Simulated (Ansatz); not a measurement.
`CC(C)[O][InH][NH2]`, one more setting.

```yaml
crystal:
  periodic: [false, false, false]
  atoms:
    - {symbol: C, position_ang: [0.682475, -1.652288, -0.392881]}
    - {symbol: C, position_ang: [0.755559, -0.151230, -0.620843]}
    - {symbol: C, position_ang: [0.766978, 0.185033, -2.100427]}
    - {symbol: O, position_ang: [-0.345007, 0.500342, -0.035901]}
    - {symbol: In, position_ang: [-0.537964, 0.772651, 1.924980]}
    - {symbol: N, position_ang: [-2.416792, 1.379172, 2.255742]}
    - {symbol: H, position_ang: [-0.252204, -2.044935, -0.802140]}
    - {symbol: H, position_ang: [1.517987, -2.172169, -0.869457]}
    - {symbol: H, position_ang: [0.712370, -1.886569, 0.676414]}
    - {symbol: H, position_ang: [1.701720, 0.212826, -0.183288]}
    - {symbol: H, position_ang: [-0.152854, -0.174499, -2.569202]}
    - {symbol: H, position_ang: [1.619894, -0.275892, -2.605689]}
    - {symbol: H, position_ang: [0.820280, 1.266028, -2.241775]}
    - {symbol: H, position_ang: [0.724692, 0.424880, 3.008919]}
    - {symbol: H, position_ang: [-2.941053, 1.724682, 1.466354]}
    - {symbol: H, position_ang: [-2.656072, 1.891958, 3.089183]}
basis:
  gaussian: {orbitals: def2-TZVPD}
magnetization: {spin_polarized: true, initial_magnetization: 2}
hamiltonian: {xc: {name: B97}}
accuracy: high
scf: {lower_state_search: off}
output: {forces: true}
```

```sh
$ ansatz run in.yaml --threads 2 --pin off --events-out ev --progress --plain --max-ram 22528MiB --backend cuda --devices 0, --max-vram 18GiB
```

It prints (some lines left out):

```
Functional definition: B97
5791 factors; integrals over basis functions are off by at most 3.5e-8 eV
mean field evaluation 1: about -11956.8974 eV, gradient 7.4e1 eV
mean field evaluation 2: about -11781.8604 eV, gradient 1.8e2 eV
mean field evaluation 4: about -11973.9980 eV, gradient 4.1e1 eV
mean field evaluation 8: about -11981.8445 eV, gradient 3.0e0 eV
mean field evaluation 16: about -11981.9596 eV, gradient 1.2e-1 eV
mean field evaluation 32: about -11981.9604 eV, gradient 5.5e-4 eV
mean field -11981.96041252 eV, -440.3289234958 hartree, gradient 6.9e-8 eV, S^2 2.011216; 0 other end points of the search recorded, 0 dependent functions left out
reference -11981.96042034 eV, -440.3289237829 hartree; 33, 31 occupied and 301, 303 virtual orbitals, 5791 factors
Total energy: -11981.96042034 eV, -440.3289237829 hartree
Atom 0 at     0.682475    -1.652288    -0.392881 Å, force    -0.199059    -0.543337     0.359819 eV/Å
Atom 1 at     0.755559    -0.151230    -0.620843 Å, force     0.081515     0.597398    -0.469193 eV/Å
Atom 2 at     0.766978     0.185033    -2.100427 Å, force     0.020300     0.074287    -0.320787 eV/Å
Atom 3 at    -0.345007     0.500342    -0.035901 Å, force    -0.096507    -1.198519    -1.490766 eV/Å
Atom 4 at    -0.537964     0.772651     1.924980 Å, force     3.005073     1.704074     0.947837 eV/Å
Atom 5 at    -2.416792     1.379172     2.255742 Å, force    -2.177957     0.038125     0.149126 eV/Å
Atom 6 at    -0.252204    -2.044935    -0.802140 Å, force    -0.013624    -0.027954    -0.044206 eV/Å
Atom 7 at     1.517987    -2.172169    -0.869457 Å, force     0.042429     0.096825    -0.038238 eV/Å
Atom 8 at     0.712370    -1.886569     0.676414 Å, force     0.014130    -0.023431     0.022554 eV/Å
Atom 9 at     1.701720     0.212826    -0.183288 Å, force    -0.046715     0.046830     0.233840 eV/Å
Atom 10 at    -0.152854    -0.174499    -2.569202 Å, force    -0.020177    -0.013799    -0.054704 eV/Å
Atom 11 at     1.619894    -0.275892    -2.605689 Å, force     0.042164    -0.010223    -0.027709 eV/Å
Atom 12 at     0.820280     1.266028    -2.241775 Å, force     0.014228     0.028636    -0.015716 eV/Å
Atom 13 at     0.724692     0.424880     3.008919 Å, force     0.198059    -1.104793     0.530364 eV/Å
Atom 14 at    -2.941053     1.724682     1.466354 Å, force    -0.503386     0.148637    -0.329972 eV/Å
Atom 15 at    -2.656072     1.891958     3.089183 Å, force    -0.360475     0.187245     0.547750 eV/Å
Dipole moment:    -0.367706    -0.481871    -0.117021 e Å
Checks for a lower state left out: stability, starts, cluster_reference, orbital_swaps, neighbouring_geometries, increment
```

Run time 22 s (2 threads of an AMD EPYC 7R13 on a shared host and a share of an NVIDIA H100 80 GB); peak host memory 1.7 GiB.
